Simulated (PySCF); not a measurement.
What builds the third ionisation energy along group 14

All values are computed (PySCF 2.14, energy differences of UHF-based or UKS calculations, no spin-orbit coupling). Each column adds one step, in eV (sums use unrounded values): valence MP2, valence CCSD, valence triples, then the next inner shell at CCSD(T) (C 1s, Si 2s 2p, Ge 3s 3p 3d, Sn 4s 4p 4d). References (NIST) marked * lie between the lowest fine-structure levels; the others compare directly ((s) semi-empirical, (t) theoretical).

```
                                                               element     UHF  + MP2  + CCSD  + (T)  + inner shell     sum  reference
               C [He] 2s2 → [He] 2s1 (aug-cc-pwCVTZ, non-relativistic)  45.780  1.218   0.800  0.000          0.039  47.836     47.888
              Si [Ne] 3s2 → [Ne] 3s1 (aug-cc-pwCVTZ, non-relativistic)  31.956  0.880   0.346  0.000          0.194  33.375     33.493
Ge [Ar] 3d10 4s2 → [Ar] 3d10 4s1 (aug-cc-pwCVTZ-PP with ECP10MDF, ECP)  32.190  0.812   0.288  0.000          0.706  33.996     34.058
Sn [Kr] 4d10 5s2 → [Kr] 4d10 5s1 (aug-cc-pwCVTZ-PP with ECP28MDF, ECP)  28.533  0.700   0.246  0.000          0.964  30.444     30.506
```

What remains against the references is mostly basis incompleteness.

What share of the correlation contribution for Sn comes from the inner shell?

The four steps add to 1.910 eV, of which the inner shell gives 0.964 eV, or 50 %.
